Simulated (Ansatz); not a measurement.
System: AlH$_{2}$ (charge +1, singlet). 
Structure (B3LYP-D3(BJ)/def2-TZVP (Ansatz, an electronic-structure program) minimum search):
```xyz
3

Al     0.0000     0.0000     0.0000
H      0.0000     0.0000     1.5491
H      0.0000     0.0000    -1.5491
```
Charge +1, spin multiplicity 1.

Basis-set convergence of Hartree-Fock and CCSD correlation energies (hartree) with Ansatz. Cores are frozen in the correlated levels unless marked. Spin-orbit coupling is left out. No relativistic terms.

```tsv
basis	functions	E(HF)	E(corr, CCSD)
def2-SVP	28	-242.70015	-0.06723
def2-TZVPP	70	-242.78519	-0.07767
def2-QZVPP	130	-242.79221	-0.08075
```

Extrapolating the two largest sets (X = 3 and 4) as X^-3: E(corr) = (64·(-0.08075) - 27·(-0.07767))/37 = -0.0830 Eh, an estimate of the basis-set limit. The largest set recovers 97.3 % of it, the smallest 81.0 %.
